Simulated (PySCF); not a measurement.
C2H5O2, SMILES COC=[OH+], charge +1. Atoms are numbered in the order given.

```xyz
9

C     -0.3962    -1.4720     0.0000
O      0.6986    -0.4916     0.0000
C      0.5336     0.7570     0.0000
O     -0.5730     1.3906     0.0000
H     -0.9899    -1.3455    -0.9168
H      0.1038    -2.4455     0.0000
H     -0.9899    -1.3455     0.9168
H      1.4423     1.3765     0.0000
H     -1.3943     0.8576     0.0000
```
Charge +1, spin multiplicity 1.

The structure is a stationary point at B3LYP-D3(BJ)/def2-SVP. The isomer is the one that the SMILES or the coordinates give; other isomers of the formula were not compared. The values are those of a single conformer.

Computed with B3LYP/pcSseg-1 run with PySCF.

GIAO shieldings, no solvent; atoms alike by connectivity are averaged. δ = σ(ref) − σ: ¹³C against TMS (σ = 181.3 ppm); ¹⁷O against H2O (σ = 333.8 ppm); ¹H against TMS (σ = 31.68 ppm), references at their B3LYP-D3(BJ)/def2-TZVP geometries, non-relativistic.

Estimate the chemical shifts. (The exact figures need the calculation; the answer reports its results.)


| nucleus | atoms | count | δ (ppm) |
|---|---|---|---|
| ¹³C | C3 | 1 | 185.2 |
| ¹³C | C1 | 1 | 67.0 |
| ¹⁷O | O2 | 1 | 273.8 |
| ¹⁷O | O4 | 1 | 243.0 |
| ¹H | H9 | 1 | 9.44 |
| ¹H | H8 | 1 | 8.72 |
| ¹H | H5, H6, H7 | 3 | 5.32 |
